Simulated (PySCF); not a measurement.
Compound: CrS2F2 (singlet state).
SMILES: `[F][Cr]([F])(=[S])=[S]`

The closed-shell ground state was solved at several levels (PySCF, density fitting, gas phase, non-relativistic). Geometry: PBE0-D3(BJ)/def2-SVP; no solvent, vibrations or thermal averaging.

| level | basis functions | HOMO (eV) | LUMO (eV) | gap (eV) | dipole (D) |
| --- | --- | --- | --- | --- | --- |
| PBE/pcSseg-1 (pcSseg-2 on Cr) | 155 | -6.84 | -5.38 | 1.46 | 0.65 |
| PBE0/def2-SVPD | 134 | -8.07 | -4.85 | 3.22 | 1.46 |
| PBE0/pcSseg-1 (pcSseg-2 on Cr) | 155 | -8.03 | -4.69 | 3.34 | 1.07 |

(1) What might B3LYP/pcSseg-1 (pcSseg-2 on Cr) (155 basis functions) give for the same quantities?

(2) Over all these levels, which gives the widest orbital gap and which the narrowest?

(3) In the pcSseg-1 (pcSseg-2 on Cr) basis, how does the gap go with the fixed share of exact exchange?

(4) How far do the dipole and the HOMO energy spread over the levels?

Answers

(1) HOMO -7.77 eV, LUMO -4.83 eV, gap 2.94 eV, dipole 1.09 D.

(2) PBE0/pcSseg-1 (pcSseg-2 on Cr) (global hybrid, 25 % exact exchange) has the widest, 3.34 eV, and PBE/pcSseg-1 (pcSseg-2 on Cr) (GGA) the narrowest, 1.46 eV. The two share the basis. From the narrowest to the widest the HOMO moves by -1.19 eV and the LUMO by +0.69 eV.

(3) PBE (0 %) 1.46 eV; B3LYP (20 %) 2.94 eV; PBE0 (25 %) 3.34 eV. Each rise in the share widens the gap here.

(4) The dipole runs from 0.65 to 1.46 D (mean 1.07 D) and the HOMO from -8.07 to -6.84 eV.
